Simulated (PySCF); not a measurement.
# NMR problem set

No solvent model, non-relativistic Hamiltonian, fast rotation and ring inversion assumed for equivalent nuclei, single conformer. GFN2-xTB geometry; shielding tensors at PBE0/pcSseg-1 (GIAO); PySCF 2.14.0 with density-fitted response routines.

Shifts are taken against calculated references (same method and geometry level): $^{1}$H and $^{13}$C vs TMS. Splittings of carbon signals by F and P are missing where no couplings were computed. Where no couplings were computed, multiplicities follow the n + 1 count of equivalent neighbours, and m marks all less simple cases (inequivalent or close neighbours, rings, F or P nearby). Shifts are as computed. Against solution values, carbons near 30 ppm lie about +3 ppm off and those near 130 ppm about +5 ppm. Of 1309 compounds with measured shifts, 239 miss one by over three times the rms of a fit or turn the order of signals round; such compounds aren't used in these exercises. OH and NH positions are gas-phase values without hydrogen bonding to other molecules.

Question: C₅H₈N₂OSi. $^{1}$H NMR (400 MHz, computed): δ 7.78 (d, 1H), 7.09 (m, 1H), 6.97 (m, 1H), 5.05 (s, 3H), 3.64 (br s, 2H). $^{13}$C{$^{1}$H} NMR (computed): δ 155.2 (C), 140.1 (CH), 137.1 (C), 124.2 (CH), 123.1 (CH). Identify the compound.

Answer: SMILES Nc1cccnc1O[SiH3]. Rings plus π bonds: 4 (1 ring in the answer). 5 carbon signals for 5 carbons: no two carbons are equivalent. Carbon types of the structure: 2 × C, 3 × CH, leaving 5 H on heteroatoms. δC 155.2: aromatic carbon bearing oxygen; the electronegative substituent deshields the carbon that carries it. δC 140.1: aromatic CH next to a ring nitrogen; the adjacent pyridine-type nitrogen withdraws density from it. δC 137.1: aromatic carbon bearing nitrogen; the electronegative substituent deshields the carbon that carries it. δC 124.2, 123.1: aromatic CH.

This is the structure that produced the data.

Question: C₆H₈F₂OSi. $^{1}$H NMR (600 MHz, computed): δ 7.08 (m, 1H), 5.88 (m, 1H), 5.35 (m, 2H), 5.26 (s, 2H), 4.92 (m, 2H). $^{13}$C{$^{1}$H} NMR (computed): δ 165.3, 137.5, 125.7, 107.6, 84.4, 67.3. Identify the compound.

Answer: SMILES FC/C(F)=C1/C=CCO[SiH2]1. Rings plus π bonds: 3 (1 ring in the answer). 6 carbon signals for 6 carbons: no two carbons are equivalent. Carbon types of the structure: 2 × C, 2 × CH, 2 × CH2, leaving 2 H on heteroatoms. δC 165.3, 107.6: fully substituted alkene carbon. δC 137.5, 125.7: alkene CH; the olefinic region. δC 84.4: allylic sp3 CH2 bonded to F; the inductive effect lowers its shielding. δC 67.3: allylic sp3 CH2 bonded to O; the inductive effect lowers its shielding.

This is the structure that produced the data.

Question: C₃H₆F₂O₃Si. $^{1}$H NMR (500 MHz, computed): δ 6.57 (m, 1H), 4.86 (s, 2H), 3.96 (br s, 1H), 3.61 (br s, 1H), 2.71 (br s, 1H). $^{13}$C{$^{1}$H} NMR (computed): δ 164.3 (C), 121.2 (CH), 70.2 (CH2). Give a structure.

Answer: SMILES C(=C)(O[SiH2]O)OC(F)F. Rings plus π bonds: 1 (no ring in the answer). 3 carbon signals for 3 carbons: no two carbons are equivalent. Carbon types of the structure: 1 × C, 1 × CH, 1 × CH2, leaving 3 H on heteroatoms. δC 164.3: alkene carbon bearing oxygen; an sp2 carbon further deshielded by the attached heteroatom. δC 121.2: sp3 CH bonded to 2 F and O; 3 electronegative neighbours deshield it. δC 70.2: β carbon of an enol-ether or enamine type C=C; the O or N lone pair pushes π density onto this β carbon and shields it. δH 6.57: hydrogen on an sp3 CH bonded to 2 F and O; its carbon carries F and O, hence the downfield position.

The shifts were computed for this structure.
